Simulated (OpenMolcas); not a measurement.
An OpenMolcas run meant for Xe⁶⁺ (ANO-RCC-VTZP, DKH2; inactive shells 1s 2s 2p 3s 3p 3d 4s 4p 4d; intended active space 2 electrons in 4 orbitals (5s 5p)). One step of its input:

```
&CASPT2
Multistate=1 1
Frozen=9 9
IPAE=0.25
Imaginary=0.1
MaxIter=60
WThr=0.0 0.3 0.05
PrWF=0.5
NoMix
```

Lines from the output:

```
|        MOLCAS_PRINT = 2
  |       MOLCAS_SOURCE = <dir>
  |    MOLCAS_STRUCTURE = 0
  |
   ------------------------------------------------------------------------------------------
++ ---------   Input file   ---------
>>> COPY JOB002 $Project.JobIph
&CASPT2
Multistate=1 1
Frozen=9 9
IPAE=0.25
Imaginary=0.1
MaxIter=60
WThr=0.0 0.3 0.05
PrWF=0.5
NoMix
-- ----------------------------------
>>> COPY JOB002 a.JobIph
*** symbolic link created: INPORB -> a.RasOrb
--- Start Module: caspt2 at  ---
()()()()()()()()()()()()()()()()()()()()()()()()()()()()()()()()()()()()()()()()()()()()()()()()()()
                                              &CASPT2
                                   only a single process is used
                       available to each process: 2.3 GB of memory, 1 thread
()()()()()()()()()()()()()()()()()()()()()()()()()()()()()()()()()()()()()()()()()()()()()()()()()()
 ###    ERROR: Unrecognized keyword: IPAE                                    ###
--- Stop Module: caspt2 at  /rc=_RC_INPUT_ERROR_ ---
.####################.
.# User input error #.
.####################.
```

**Question.** What is wrong with the input?

**Answer.** A keyword is misspelt. OpenMolcas reads the first four letters of a keyword, so the setting is refused or falls back to its default.
